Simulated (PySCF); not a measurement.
Work out the structure from these simulated measurements.

Formula: C6H14AlP.

- 13C NMR: chemical shifts (computed TMS as zero) by class: 41.2 (1 C), 33.3 (1 C), 31.9 (2 C), 22.7 (2 C) ppm [GIAO CAM-B3LYP/pcSseg-1]
- Dipole: 6.30 D [B3LYP/def2-SVPD]
- Polarisability: 126.4 au [B3LYP/def2-SVPD]
- Valence photoelectron: vertical ionisation energy: 9.30 eV [ΔSCF B3LYP/def2-SVPD]
- Triplet: lowest triplet excitation (Tamm–Dancoff): 5.90 eV [TDA B3LYP/def2-SVPD]
- UV, strongest line: among the 10 lowest singlet transitions: S9 at 6.95 eV (178 nm, f = 0.143) [TDDFT B3LYP/def2-SVPD]
- Rotational structure: rotational constants A, B, C: 2.688, 0.978, 0.898 GHz [PBE0-D3(BJ)/def2-SVP]
- NMR, other nuclei: isotropic shieldings of nuclei other than C and H, by class: 458 (1 Al), 315 (1 P) ppm [GIAO CAM-B3LYP/pcSseg-1]
- XPS: P2p3/2 136.7, C1s 290.8, C1s 290.8 (×2), C1s 291.0 (×2), C1s 291.1, Al1s 1564.9, P1s 2150.3 eV [ΔSCF SCAN, pcX-2 on the ionised atom, pcseg-1 elsewhere, spin-free X2C, 2p3/2 from a spin–orbit splitting computed afterwards within the 2p shell]
- 1H NMR: chemical shifts (computed TMS as zero) by class: 3.66 (3 H), 2.35 (1 H), 1.60 (2 H), 1.58 (2 H), 1.48 (2 H), 1.27 (2 H), 1.22 (2 H) ppm [GIAO CAM-B3LYP/pcSseg-1]

Gas-phase values; electronic properties from PySCF, density fitting. Levels stand in brackets. Isolated species at its PBE0-D3(BJ)/def2-SVP geometry, gas phase. NMR classes are plain means over equivalent atoms (diastereotopic ones count apart unless rotation or inversion swaps them), as if these changed places fast.

Task: Give a SMILES that accounts for the data.

Result: Numbering: `[AlH3-:1][P@+:2]12[CH2:3][CH2:4][C@H:5]([CH2:6][CH2:7]1)[CH2:8]2`. 6 carbons fall into 4 classes; from least to most shielded: sp3 carbon at a ring junction [C5] (41.2 ppm), ring sp3 carbon bound to phosphorus [C8] (33.3 ppm), ring CH2 carbon [C4/C6] (31.9 ppm, 2 C), ring sp3 carbon bound to phosphorus [C3/C7] (22.7 ppm, 2 C). Hydrogen classes from least to most shielded: 3 H on an aluminium bonded to P and 3 H, Al1 (3.66 ppm), 1 H on an sp3 carbon at a ring junction, C5 (2.35 ppm), 2 H on 2 ring CH2 carbons, C4/C6 (1.60 ppm), 2 H on 2 like atoms (sp3 carbon bound to phosphorus), C3/C7 (1.58 ppm), 2 H on 2 ring CH2 carbons, C4/C6 (1.48 ppm), 2 H on an sp3 carbon bound to phosphorus, C8 (1.27 ppm), 2 H on 2 like atoms (sp3 carbon bound to phosphorus), C3/C7 (1.22 ppm). The other shieldings belong to: 458 ppm, aluminium bonded to P and 3 H [Al1]; 315 ppm, phosphorus bonded to Al and 3 C [P2]. The core levels belong to: P2p3/2 136.7 eV, phosphorus bonded to Al and 3 C [P2]; C1s 290.8 eV, sp3 carbon bound to phosphorus [C8]; C1s 290.8 eV, sp3 carbon bound to phosphorus [C3/C7]; C1s 291.0 eV, ring CH2 carbon [C4/C6]; C1s 291.1 eV, sp3 carbon at a ring junction [C5]; Al1s 1564.9 eV, aluminium bonded to P and 3 H [Al1]; P1s 2150.3 eV, phosphorus bonded to Al and 3 C [P2]. One atom of each topological class was ionised and stands for its class. By its constants the optimised geometry is an asymmetric top. Structure: `[AlH3-][P@+]12CC[C@H](CC1)C2`. The assignments are read from this structure; whether some other isomer fits the data as well wasn't checked.
